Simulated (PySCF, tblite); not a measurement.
Isomers of C5H4FN2 (doublet state), one GFN2-xTB conformer each. Single-point energies are computed at B3LYP/pcH-1 (PySCF, gas phase, no added dispersion term), electronic only. GFN2-xTB treats the open shell by occupation alone, and not every SCF solution was tested for stability.

```csv
SMILES,GFN2-xTB relative energy (kcal/mol)
N#CC1=C(F)[CH]NC1,0.0
N#CC1=C(F)C[N]C1,23.2
```

What does B3LYP/pcH-1 give for the same structures?

| SMILES | B3LYP/pcH-1 E (Eh) | B3LYP/pcH-1 (kcal/mol) | GFN2-xTB (kcal/mol) | point group |
| --- | --- | --- | --- | --- |
| N#CC1=C(F)[CH]NC1 | -402.23011 | 0.0 | 0.0 | near Cs |
| N#CC1=C(F)C[N]C1 | -402.19819 | 20.0 | 23.2 | Cs |

Both levels put the same isomer lowest. As drawn, the lower has an N–H bond, which the higher lacks.

What happens when harmonic zero-point energies from GFN2-xTB frequencies are added?

| SMILES | ZPE (kcal/mol) | electronic (kcal/mol) | with ZPE (kcal/mol) |
| --- | --- | --- | --- |
| N#CC1=C(F)[CH]NC1 | 50.3 | 0.0 | 0.0 |
| N#CC1=C(F)C[N]C1 | 49.5 | 20.0 | 19.2 |

The zero-point energies span 0.8 kcal/mol. The order is unchanged.
